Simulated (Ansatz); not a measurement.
A search over several starts for the lowest SCF solution of K3O⁺ at the given spin, in a small basis.

```yaml
crystal:
  periodic: [false, false, false]
  atoms:
    - {symbol: K, position_ang: [-1.802432, 1.605047, 0.252281]}
    - {symbol: K, position_ang: [-0.686236, -2.432000, 0.683701]}
    - {symbol: K, position_ang: [2.324479, 0.938783, -0.904024]}
    - {symbol: O, position_ang: [0.164198, -0.111830, -0.031967]}
basis:
  gaussian: {orbitals: def2-SVP, initial_orbitals: start.molden}
total_charge: 1
magnetization: {spin_polarized: true, initial_magnetization: 2}
hamiltonian: {xc: pbe0, dispersion: d4}
output: {orbitals: {seedname: orbitals}}
```

The file start.molden holds the orbitals of an earlier run on this structure, at another level or in another basis.

```sh
$ ansatz run in.yaml --threads 4 --pin off --events-out ev --progress --plain --max-ram 3916MiB
```

Shortened log:

```
Functional definition: PBE0
810 factors; integrals over basis functions are off by at most 5.2e-4 eV
mean field evaluation 1: about -50992.7180 eV, gradient 3.3e0 eV
mean field evaluation 2: about -50992.7777 eV, gradient 8.6e-2 eV
mean field evaluation 4: about -50992.8328 eV, gradient 7.7e-4 eV
mean field evaluation 8: about -50992.8328 eV, gradient 3.3e-5 eV
mean field evaluation 16: about -50992.3155 eV, gradient 3.6e0 eV
mean field evaluation 32: about -50992.5516 eV, gradient 1.5e0 eV
mean field -50992.83281208 eV, -1873.9520416606 hartree, gradient 1.4e-5 eV, S^2 2.002260; 9 other end points of the search recorded, 0 dependent functions left out
reference -50992.83285775 eV, -1873.9520433388 hartree; 33, 31 occupied and 53, 55 virtual orbitals, 810 factors
Total energy: -50992.88716412 eV, -1873.9540390612 hartree
```

Hardware: 4 threads of Arm Neoverse V1 on a shared host. Wall time 8.5 s.

At PBE0-D4/def2-TZVP a singlet of charge 1 lies 1.79 eV below the triplet, each at its own geometry. The structure comes from a short search, and lower isomers may exist.
